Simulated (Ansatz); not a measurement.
One change: `CC#CBO` becomes `CC#CS`.

Ansatz, PBE0-D4/def2-TZVP geometries, multiplicity 1. Each molecule was computed in one conformer, which needn't be the lowest.

| property | `CC#CBO` |
| --- | --- |
| HOMO energy (B3LYP/def2-TZVPP) / eV | -7.28 |
| HOMO energy (PBE/def2-TZVPP) / eV | -6.29 |
| HOMO energy (ωB97M-V/def2-TZVPP) / eV | -9.74 |
| HOMO–LUMO gap (PBE/def2-TZVPP) / eV | 4.49 |
| size of the dipole moment (PBE/def2-TZVPP) / D | 0.53 |
| HOMO energy (PBE0/def2-TZVPP) / eV | -7.51 |

(1) What does the change do to each property? (Best estimate.)

## Answers

(1) Ansatz gave: 
```tsv
property	`CC#CS`	shift
HOMO energy (B3LYP/def2-TZVPP) / eV	-6.26	1.02
HOMO energy (PBE/def2-TZVPP) / eV	-5.35	0.94
HOMO energy (ωB97M-V/def2-TZVPP) / eV	-8.59	1.15
HOMO–LUMO gap (PBE/def2-TZVPP) / eV	4.42	-0.07
size of the dipole moment (PBE/def2-TZVPP) / D	1.28	0.75
HOMO energy (PBE0/def2-TZVPP) / eV	-6.49	1.02
```

With PBE0 the HOMO rises by 1.02 eV and the LUMO rises by 0.91 eV, so the gap narrows by about 0.11 eV. PBE moves the HOMO by 0.94 eV and ωB97M-V by 1.15 eV. Dipoles are sizes alone; their direction can turn.

B3LYP here is the variant with VWN-RPA as its local correlation; programs differ in this.
